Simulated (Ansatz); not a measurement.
C8H14O2 can be A, `CC(=O)OC1CCCCC1`, or B, `CC(=O)C(C(C)=O)C(C)C`.

Isolated molecules relaxed with PBE0-D4/def2-TZVP in Ansatz; ΔE leaves out vibrations. CCSD(T)/CBS adds triple-zeta CCSD(T) − MP2 to the extrapolated MP2 energy (def2 sets, frozen cores). Functionals use def2-TZVPP. B3LYP here is the variant with VWN-RPA as its local correlation; programs differ in this. One conformer a species, not always the lowest.

A:

Z-matrix (Å, degrees):
```
C
C 1 1.499
H 1 1.092 2 109.9
H 1 1.092 2 109.9 3 117.8
H 1 1.087 2 109.6 3 -121.1
O 2 1.339 1 110.9 3 -59.4
O 2 1.202 1 125.1 3 120.3
C 6 1.438 2 116.8 1 179.8
C 8 1.511 6 107.8 2 -157.0
C 8 1.528 6 110.6 2 81.2
H 8 1.093 6 107.2 2 -38.7
C 9 1.533 8 109.9 6 172.9
H 9 1.092 8 110.0 6 50.6
H 9 1.095 8 108.6 6 -65.9
C 10 1.533 8 111.7 6 151.0
H 10 1.094 8 108.0 6 29.8
H 10 1.092 8 109.0 6 -86.2
C 12 1.535 9 112.3 8 32.8
H 12 1.094 9 109.8 8 -89.3
H 12 1.093 9 108.9 8 154.7
H 15 1.095 10 110.1 8 -88.9
H 15 1.092 10 109.9 8 154.4
H 18 1.096 12 110.0 9 -91.0
H 18 1.093 12 110.1 9 152.4
```

B:

```xyz
24

C    -0.7466   -0.8788   -2.1961
C    -1.2833   -0.7250   -0.8028
O    -2.4072   -1.0433   -0.5041
C    -0.3268   -0.1913    0.2657
C     0.5811   -1.3661    0.6227
C     0.1482   -2.1923    1.7949
O     1.5628   -1.6206   -0.0302
C     0.4606    1.0514   -0.1602
C     1.3986    1.4975    0.9533
C    -0.4861    2.1825   -0.5363
H    -0.6176    0.1045   -2.6560
H     0.2381   -1.3511   -2.1770
H    -1.4464   -1.4617   -2.7919
H    -0.9565    0.0419    1.1291
H     0.7650   -3.0846    1.8829
H    -0.9074   -2.4595    1.6921
H     0.2321   -1.5928    2.7067
H     1.0694    0.7790   -1.0278
H     1.9460    2.3951    0.6565
H     0.8355    1.7404    1.8601
H     2.1327    0.7280    1.1978
H    -1.0930    2.4788    0.3246
H    -1.1734    1.9071   -1.3396
H     0.0745    3.0608   -0.8645
```

Task: Which isomer does CCSD(T)/CBS put lower? Give the gap. (An estimate is asked.)

Result: Ansatz gave: A, by 10.3 kcal/mol.

Task: Give E(B) − E(A) in kcal/mol with r2SCAN-D4, B3LYP-D4, HF/def2-TZVPP, CCSD(T)/def2-TZVPP, ωB97M-V, MP2/def2-TZVPP, CCSD/def2-TZVPP. (An estimate is asked.)

Result: The calculation gave: r2SCAN-D4 9.8, B3LYP-D4 7.6, HF/def2-TZVPP 10.6, CCSD(T)/def2-TZVPP 9.8, ωB97M-V 10.7, MP2/def2-TZVPP 10.1, CCSD/def2-TZVPP 10.7. None reverses the order clearly.

Largest T1 diagnostic: 0.013.

From PBE to PBE0 (25 % exact exchange), in def2-TZVPP and without D4, E(B) − E(A) moves by +3.6 kcal/mol. The D4 term adds −1.2 kcal/mol with B3LYP and −0.8 kcal/mol with PBE0; it sums over pairs of atoms, weighted by their polarisabilities, and B3LYP, whose exchange is more repulsive, gets the larger term.
